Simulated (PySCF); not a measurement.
C₂H₃N, charge -1, doublet, geometry from GFN2-xTB (a state made from the parent by changing its charge; the spin is typed, not shown lowest) (in this run its highest filled SCF level lies above zero, so its values depend strongly on the basis, on diffuse functions most of all); SVWN5/pcseg-1 (PySCF).

The PySCF input:
```python
from pyscf import gto, scf, dft

mol = gto.Mole()
mol.atom = '''
    C    -1.147625    0.026037    0.004950
    C     0.343317   -0.399718    0.114960
    N     1.350316    0.271561   -0.095606
    H    -1.659479   -0.620894   -0.721031
    H    -1.640714   -0.116531    0.976598
    H    -1.326173    1.078584   -0.305786
'''
mol.basis = 'pcseg-1'
mol.charge = -1
mol.spin = 1
mol.verbose = 4
mol.build()

mf = dft.UKS(mol)
mf.xc = 'lda,vwn'
mf.init_guess = '1e'
mf.kernel()
```

Output, abridged:

```
PySCF version 2.14.0

[INPUT] verbose = 4
[INPUT] num. atoms = 6
[INPUT] num. electrons = 23
[INPUT] charge = -1
[INPUT] spin (= nelec alpha-beta = 2S) = 1
[INPUT] symmetry False subgroup None
[INPUT] Mole.unit = angstrom
[INPUT] Symbol           X                Y                Z      unit          X                Y                Z       unit  Magmom
[INPUT]  1 C     -1.147625000000   0.026037000000   0.004950000000 AA   -2.168696943704   0.049202799105   0.009354144317 Bohr   0.0
[INPUT]  2 C      0.343317000000  -0.399718000000   0.114960000000 AA    0.648775103907  -0.755357547059   0.217242915280 Bohr   0.0
[INPUT]  3 N      1.350316000000   0.271561000000  -0.095606000000 AA    2.551727421618   0.513175916113  -0.180669155865 Bohr   0.0
[INPUT]  4 H     -1.659479000000  -0.620894000000  -0.721031000000 AA   -3.135960819467  -1.173319612386  -1.362551117321 Bohr   0.0
[INPUT]  5 H     -1.640714000000  -0.116531000000   0.976598000000 AA   -3.100500108740  -0.220211675022   1.845502753798 Bohr   0.0
[INPUT]  6 H     -1.326173000000   1.078584000000  -0.305786000000 AA   -2.506103763793   2.038228362338  -0.577851792726 Bohr   0.0

nuclear repulsion = 56.6690919178239
number of shells = 15
number of NR pGTOs = 96
number of NR cGTOs = 57
basis = pcseg-1
ecp = {}

******** <class 'pyscf.dft.uks.UKS'> ********
method = UKS
initial guess = 1e
damping factor = 0
level_shift factor = 0
DIIS = <class 'pyscf.scf.diis.CDIIS'>
diis_start_cycle = 1
diis_space = 8
diis_damp = 0
SCF conv_tol = 1e-09
SCF conv_tol_grad = None
SCF max_cycles = 50
direct_scf = True
direct_scf_tol = 1e-13
number electrons alpha = 12  beta = 11
XC library pyscf.dft.libxc version 7.1.2
    S. Lehtola, C. Steigemann, M. J. T. Oliveira, and M. A. L. Marques,  SoftwareX 7, 1–5 (2018)
XC functionals = lda,vwn
    P. A. M. Dirac,  Math. Proc. Cambridge Philos. Soc. 26, 376 (1930)
    F. Bloch,  Z. Phys. 57, 545 (1929)
    S. H. Vosko, L. Wilk, and M. Nusair,  Can. J. Phys. 58, 1200 (1980)
radial grids:
    Treutler-Ahlrichs [JCP 102, 346 (1995); DOI:10.1063/1.469408] (M4) radial grids

becke partition: Becke, JCP 88, 2547 (1988); DOI:10.1063/1.454033
pruning grids: <function nwchem_prune>
grids dens level: 3
symmetrized grids: False
atomic radii adjust function: <function treutler_atomic_radii_adjust>
small_rho_cutoff = 0
Set gradient conv threshold to 3.16228e-05
Initial guess from hcore.

tot grids = 71568
init E= -106.324828361784
cycle= 1 E= -99.8696753097199  delta_E= 6.46  |g|= 4.17  |ddm|= 13.7
cycle= 2 E= -101.24522478569  delta_E= -1.38  |g|= 4.54  |ddm|= 13.4
cycle= 3 E= -127.297495709144  delta_E= -26.1  |g|= 1.97  |ddm|= 9.36
cycle= 4 E= -130.35315262231  delta_E= -3.06  |g|= 1.36  |ddm|= 8.53
cycle= 5 E= -131.248689239436  delta_E= -0.896  |g|= 0.566  |ddm|= 3.44
cycle= 6 E= -130.864630878693  delta_E= 0.384  |g|= 1.08  |ddm|= 2.95
cycle= 7 E= -131.452916622774  delta_E= -0.588  |g|= 0.248  |ddm|= 2.63
cycle= 8 E= -131.481230552382  delta_E= -0.0283  |g|= 0.113  |ddm|= 0.808
cycle= 9 E= -131.487408672535  delta_E= -0.00618  |g|= 0.00869  |ddm|= 0.246
cycle= 10 E= -131.487442938409  delta_E= -3.43e-05  |g|= 0.00427  |ddm|= 0.0299
cycle= 11 E= -131.487455662556  delta_E= -1.27e-05  |g|= 0.00128  |ddm|= 0.0234
cycle= 12 E= -131.487456658292  delta_E= -9.96e-07  |g|= 0.000336  |ddm|= 0.00427
cycle= 13 E= -131.487456731425  delta_E= -7.31e-08  |g|= 7.94e-05  |ddm|= 0.00177
cycle= 14 E= -131.487456734705  delta_E= -3.28e-09  |g|= 6.02e-06  |ddm|= 0.000115
cycle= 15 E= -131.487456734726  delta_E= -2.16e-11  |g|= 1.83e-06  |ddm|= 1.21e-05
Extra cycle  E= -131.487456734715  delta_E= 1.13e-11  |g|= 5.51e-06  |ddm|= 1.41e-05
converged SCF energy = -131.487456734715  <S^2> = 0.75082456  2S+1 = 2.0008244
```
